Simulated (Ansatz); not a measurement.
Cost and result up the ladder for Si₁₄H₂₂, a nanocrystal with a defect cut from the lattice of silicon (two caps of one atom removed) (36 atoms). Charge 0, multiplicity 1. Geometry: PBE-D4/def2-SVP.

Cartesian coordinates in Å:
```
Si 2.587 -0.160 3.446
Si -0.698 3.478 -2.588
Si 0.871 1.730 0.403
Si -3.071 1.987 0.252
Si -1.267 -1.468 -0.397
Si 0.434 -3.381 2.640
Si -2.791 0.346 -3.372
Si 2.733 0.528 1.198
Si 0.741 -1.502 4.027
Si 1.207 2.325 -1.845
Si -2.693 2.318 -2.073
Si 0.381 -2.990 0.319
Si -1.157 -1.214 -2.729
Si -1.185 0.613 0.717
H 3.842 -0.933 3.773
H 2.574 1.076 4.312
H -0.656 3.762 -4.071
H -0.728 4.804 -1.867
H 0.786 3.019 1.191
H -2.618 -2.072 -0.083
H 1.559 -4.349 2.919
H -0.858 -4.058 3.029
H -2.696 0.707 -4.835
H -4.138 -0.298 -3.144
H 3.941 1.426 1.068
H 2.956 -0.664 0.305
H 0.989 -2.017 5.425
H -0.513 -0.672 4.060
H 2.417 3.221 -1.939
H 1.464 1.095 -2.674
H -3.802 3.195 -2.616
H 1.725 -2.504 -0.155
H 0.106 -4.308 -0.365
H 0.220 -0.766 -3.138
H -1.437 -2.545 -3.381
H -1.226 0.272 2.189
```

Ansatz on 2 threads of AMD EPYC 7R13 on a shared host and a share (18 GiB) of an NVIDIA H100 80GB HBM3. Times are rough, and most runs start from the orbitals of an earlier one. No level here is sound enough to serve as a yardstick. Binding counts from free atoms at the same level (Si triplet, H doublet; other spins of the atoms weren't run), without zero-point energy or a counterpoise term.

B3LYP takes the VWN-RPA correlation. HSE06 is defined as in plane-wave codes, on full-range PBE exchange. Correlated methods freeze 70 core orbitals. The rows differ in basis, and correlated rows in double-zeta sets carry the largest basis error. Single mean-field runs in def2-TZVP are fitted with def2-universal-jkfit.

Run but left out: HF/STO-3G, HF/6-31G, HF/def2-TZVP (restricted singlet, unstable in another Hartree–Fock run and untested here).

Correlated methods converge slowly with the basis, most of all in double-zeta sets.

```json
{"level": "PBE-D4/def2-SVP", "functions": "362", "wall time": "2.9 s", "binding energy per atom (eV)": "3.12", "remarks": "restricted SCF unstable in HF"}
{"level": "B3LYP-D4/6-31G", "functions": "226", "wall time": "4.1 s", "binding energy per atom (eV)": "2.87", "remarks": "restricted SCF unstable in HF"}
{"level": "PBE0-D4/def2-SVP", "functions": "362", "wall time": "4.6 s", "binding energy per atom (eV)": "3.11", "remarks": "restricted SCF unstable in HF"}
{"level": "B3LYP-D4/def2-TZVP", "functions": "650", "wall time": "5.5 s", "binding energy per atom (eV)": "3.12", "remarks": "restricted SCF unstable in HF"}
{"level": "r2SCAN-D4/def2-TZVP", "functions": "650", "wall time": "6.5 s", "binding energy per atom (eV)": "3.14", "remarks": "restricted SCF unstable in HF"}
{"level": "PBE-D4/def2-TZVP (with forces)", "functions": "650", "wall time": "7 s", "binding energy per atom (eV)": "3.12", "remarks": "restricted SCF unstable in HF"}
{"level": "PBE0-D4/def2-TZVP", "functions": "650", "wall time": "8.5 s", "binding energy per atom (eV)": "3.12", "remarks": "restricted SCF unstable in HF"}
{"level": "HSE06-D4/def2-TZVP (with forces)", "functions": "650", "wall time": "11 s", "binding energy per atom (eV)": "3.12", "remarks": "restricted SCF unstable in HF"}
{"level": "CCSD(T)/def2-SVP", "functions": "362", "wall time": "28 s", "binding energy per atom (eV)": "2.89", "remarks": "restricted SCF unstable"}
```
